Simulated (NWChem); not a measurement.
A series in which one site is exchanged, each optimised at PBE0/def2-SVP with NWChem, gas phase unless a solvent is named. For some, no frequency run checked for a minimum. def2 effective core potentials on I; no spin-orbit coupling.

A: [BeH][I] (BeHI; site = H)
B: [Br][Be][I] (BeIBr; site = Br)
C: [I][Be][I] (BeI2; site = I)
D: [F][Be][I] (BeIF; site = F)

```json
[
 {"quantity": "dipole (D), PBE0/def2-SVP", "A": "0.12", "B": "0.18", "C": "[?]", "D": "0.64"},
 {"quantity": "orbital gap (eV), PBE0/def2-SVP", "A": "7.14", "B": "7.34", "C": "[?]", "D": "7.58"},
 {"quantity": "vertical ionisation energy, ΔSCF, B3LYP/def2-SVP (eV)", "A": "10.63", "B": "10.22", "C": "[?]", "D": "10.72"},
 {"quantity": "static polarisability, B3LYP/def2-SVPD (bohr³)", "A": "52.4", "B": "72.7", "C": "[?]", "D": "48.5"},
 {"quantity": "lowest singlet excitation, B3LYP/def2-SVPD, TDA (eV)", "A": "5.53", "B": "5.69", "C": "[?]", "D": "6.01"}
]
```

### Question
What belongs in the gaps?

### Answer

- dipole (D), PBE0/def2-SVP, C: 0.00
- orbital gap (eV), PBE0/def2-SVP, C: 6.89
- vertical ionisation energy, ΔSCF, B3LYP/def2-SVP (eV), C: 9.79
- static polarisability, B3LYP/def2-SVPD (bohr³), C: 88.0
- lowest singlet excitation, B3LYP/def2-SVPD, TDA (eV), C: 5.33
